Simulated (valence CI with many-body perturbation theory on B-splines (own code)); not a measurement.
## Ta⁵²⁺: E2, M1 decay

Computed by configuration interaction combined with many-body perturbation theory (CI+MBPT): three valence electrons over a frozen Dirac-Fock core [Ar], radial functions for each j: 9 s, 9 p, 10 d, 8 f, 5 g, 3 h, 1 i, with the one-electron correlation potential Σ1, the two-electron term Σ2, the three-electron term Σ3, Breit, model QED; selected CI, second order for the rest (own B-spline code, finite nucleus).

The last digits are not significant, and no measured levels were compared; by estimate large intervals hold to a few tenths of a per cent, small ones and those within an open d or f shell to about a per cent. The list stops below the first excitations out of the core. Only levels of the ground parity were solved; by the run's estimate the other parity begins above the list, which can be wrong where configurations are misplaced.

Lines 1 to 45 of 45 in falling wavelength, among levels below 227.66 eV, chosen from the decays that carry over 1 % of a level's rate. Wavelengths and rates use the calculated energies. Electric multipoles are in the length gauge, E1 and E2 with the static RPA response of the core. S is in atomic units (e²a₀⁴ for E2 and M2, e²a₀⁶ for E3), for M1 in squared Bohr magnetons. Weak lines are less certain than strong ones. Lines between different terms over intervals too small for the method are left out, as are lines whose strength nearly cancels. The highest levels of a list are the least certain.

Levels are named by their leading jj configuration (3d3/2^4 stands for four electrons in 3d with j = 3/2), which in mixed levels can hold well under half, so a name can repeat and another be missing. Letters in brackets count levels of one name in rising energy.

```tsv
λ vac (Å)	Upper	Lower	Type	A (s⁻¹)	S (a.u.)
1260	(3d3/2^2 3d5/2) J=9/2	(3d3/2^2 3d5/2) J=5/2 [a]	E2	4.77e-04	1.35e-05
1255	(3d3/2^2 3d5/2) J=7/2	(3d3/2^2 3d5/2) J=5/2 [a]	M1	6.17e+03	3.62e+00
507.1	(3d3/2^2 3d5/2) J=5/2 [b]	(3d3/2^2 3d5/2) J=7/2	M1	8.63e+03	2.50e-01
441.4	(3d3/2^2 3d5/2) J=5/2 [b]	(3d3/2^2 3d5/2) J=3/2	M1	3.42e+04	6.55e-01
373.5	(3d3/2 3d5/2^2) J=3/2 [b]	(3d3/2 3d5/2^2) J=3/2 [a]	M1	4.62e+04	3.57e-01
361.2	(3d3/2^2 3d5/2) J=5/2 [b]	(3d3/2^2 3d5/2) J=5/2 [a]	M1	1.18e+04	1.24e-01
275.2	(3d3/2 3d5/2^2) J=3/2 [a]	(3d3/2^2 3d5/2) J=5/2 [b]	M1	9.75e+04	3.01e-01
274.2	(3d5/2^3) J=3/2	(3d3/2 3d5/2^2) J=3/2 [b]	M1	1.65e+05	5.04e-01
250.0	(3d3/2 3d5/2^2) J=5/2 [a]	(3d3/2^2 3d5/2) J=5/2 [b]	M1	5.36e+05	1.86e+00
213.5	(3d3/2 3d5/2^2) J=5/2 [b]	(3d3/2^2 3d5/2) J=5/2 [b]	M1	9.48e+05	2.05e+00
211.5	(3d3/2 3d5/2^2) J=7/2 [b]	(3d3/2^2 3d5/2) J=5/2 [b]	M1	2.07e+05	5.80e-01
207.1	(3d3/2 3d5/2^2) J=7/2 [a]	(3d3/2^2 3d5/2) J=7/2	M1	9.89e+05	2.61e+00
205.7	(3d5/2^3) J=9/2	(3d3/2 3d5/2^2) J=11/2	M1	2.15e+05	6.95e-01
202.8	(3d3/2^2 3d5/2) J=5/2 [a]	(3d3/2^3) J=3/2	M1	2.82e+06	5.23e+00
192.7	(3d3/2 3d5/2^2) J=9/2	(3d3/2^2 3d5/2) J=7/2	M1	1.08e+06	2.87e+00
192.6	(3d3/2 3d5/2^2) J=9/2	(3d3/2^2 3d5/2) J=9/2	M1	1.90e+06	5.03e+00
189.6	(3d5/2^3) J=3/2	(3d3/2 3d5/2^2) J=5/2 [b]	M1	1.42e+05	1.44e-01
184.0	(3d3/2^2 3d5/2) J=3/2	(3d3/2^3) J=3/2	M1	2.28e+06	2.10e+00
182.6	(3d3/2 3d5/2^2) J=3/2 [a]	(3d3/2^2 3d5/2) J=1/2	M1	6.28e+05	5.67e-01
178.0	(3d5/2^3) J=9/2	(3d3/2 3d5/2^2) J=9/2	M1	2.40e+06	5.02e+00
177.8	(3d3/2 3d5/2^2) J=7/2 [a]	(3d3/2^2 3d5/2) J=5/2 [a]	M1	4.07e+06	6.78e+00
175.2	(3d3/2 3d5/2^2) J=1/2	(3d3/2^2 3d5/2) J=1/2	M1	3.65e+06	1.46e+00
174.6	(3d3/2^2 3d5/2) J=7/2	(3d3/2^3) J=3/2	E2	3.19e+02	3.69e-04
170.7	(3d3/2^2 3d5/2) J=1/2	(3d3/2^3) J=3/2	M1	8.48e+05	3.13e-01
169.5	(3d3/2 3d5/2^2) J=3/2 [a]	(3d3/2^2 3d5/2) J=3/2	M1	3.62e+06	2.61e+00
168.1	(3d3/2 3d5/2^2) J=11/2	(3d3/2^2 3d5/2) J=9/2	M1	1.18e+06	2.49e+00
167.9	(3d5/2^3) J=3/2	(3d3/2 3d5/2^2) J=5/2 [a]	M1	2.13e+06	1.49e+00
167.4	(3d3/2 3d5/2^2) J=5/2 [a]	(3d3/2^2 3d5/2) J=7/2	M1	1.76e+05	1.84e-01
167.2	(3d5/2^3) J=9/2	(3d3/2 3d5/2^2) J=7/2 [a]	M1	3.32e+06	5.76e+00
164.1	(3d5/2^3) J=3/2	(3d3/2 3d5/2^2) J=1/2	M1	1.51e+06	9.92e-01
163.1	(3d3/2 3d5/2^2) J=1/2	(3d3/2^2 3d5/2) J=3/2	M1	2.24e+05	7.22e-02
159.6	(3d3/2 3d5/2^2) J=5/2 [a]	(3d3/2^2 3d5/2) J=3/2	M1	2.05e+06	1.86e+00
158.5	(3d3/2 3d5/2^2) J=3/2 [b]	(3d3/2^2 3d5/2) J=5/2 [b]	M1	2.00e+06	1.18e+00
158.1	(3d5/2^3) J=3/2	(3d3/2 3d5/2^2) J=3/2 [a]	M1	2.31e+06	1.35e+00
156.2	(3d3/2 3d5/2^2) J=3/2 [a]	(3d3/2^2 3d5/2) J=5/2 [a]	M1	1.65e+06	9.33e-01
150.3	(3d3/2 3d5/2^2) J=5/2 [b]	(3d3/2^2 3d5/2) J=7/2	M1	9.24e+05	6.97e-01
149.2	(3d3/2 3d5/2^2) J=7/2 [b]	(3d3/2^2 3d5/2) J=7/2	M1	6.24e+05	6.15e-01
149.2	(3d3/2 3d5/2^2) J=7/2 [b]	(3d3/2^2 3d5/2) J=9/2	M1	5.61e+05	5.52e-01
147.7	(3d3/2 3d5/2^2) J=5/2 [a]	(3d3/2^2 3d5/2) J=5/2 [a]	M1	3.61e+05	2.59e-01
134.2	(3d3/2 3d5/2^2) J=5/2 [b]	(3d3/2^2 3d5/2) J=5/2 [a]	M1	6.31e+04	3.39e-02
133.4	(3d3/2 3d5/2^2) J=7/2 [b]	(3d3/2^2 3d5/2) J=5/2 [a]	M1	1.37e+05	9.67e-02
129.9	(3d3/2^2 3d5/2) J=5/2 [b]	(3d3/2^3) J=3/2	M1	2.35e+05	1.15e-01
122.7	(3d3/2 3d5/2^2) J=3/2 [b]	(3d3/2^2 3d5/2) J=1/2	M1	4.09e+04	1.12e-02
116.6	(3d3/2 3d5/2^2) J=3/2 [b]	(3d3/2^2 3d5/2) J=3/2	M1	3.03e+05	7.13e-02
110.1	(3d3/2 3d5/2^2) J=3/2 [b]	(3d3/2^2 3d5/2) J=5/2 [a]	M1	5.76e+05	1.14e-01
```
